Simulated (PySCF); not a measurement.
An unknown shows these calculated signals:

1H NMR (600 MHz, computed): δ 8.85 (d, J = 2.2 Hz, 1H), 8.83 (dd, J = 5.5, 1.5 Hz, 1H), 7.72 (ddd, J = 8.6, 2.2, 1.5 Hz, 1H), 7.37 (dd, J = 8.6, 5.5 Hz, 1H), 2.63 (q, J = 8.0 Hz, 2H), 1.22 (t, J = 8.0 Hz, 3H).

13C{1H} NMR (computed): δ 155.4 (CH), 153.2 (CH), 145.5 (C), 140.9 (CH), 128.3 (CH), 32.1 (CH2), 22.5 (CH3).

One averaged value for each set of equivalent atoms, one computed conformer, gas phase, no relativistic terms. σ from GIAO-PBE0/pcSseg-1; couplings computed with B3LYP/pcJ-1 (spin–dipole term only in couplings to heteroatoms); GFN2-xTB structure; PySCF.

Referencing at the same level of theory: 1H (31.72 ppm) and 13C (186.93 ppm) vs TMS.

Q: Which of these does the molecule contain: a three-membered ring, a CH3CH2 unit, a CF3 group, a heteroaromatic ring, an ester?

A: 
- A three-membered ring: no.
- A CH3CH2 unit: yes (δC 22.5, 32.1; δH 1.22 (t), 2.63 (q)).
- A CF3 group: no.
- A heteroaromatic ring: yes.
- An ester: no.

The data belong to 3-ethylpyridine, C7H9N; they needn't prove each group on their own.

Carbon signals by region: 5 in the sp2 and nitrile region (100–160 ppm), 2 below 50 ppm.

Multiplet labels drop couplings under 1 Hz and merge nearly equal ones. Unscaled 3J(H,H) at this level run about 10 % above measured values. Shifts are as computed. Against solution values, carbons near 30 ppm lie about +3 ppm off and those near 130 ppm about +5 ppm. Of 1211 compounds with measured shifts, 218 miss one by over three times the rms of a fit or turn the order of signals round; such compounds aren't used in these exercises.
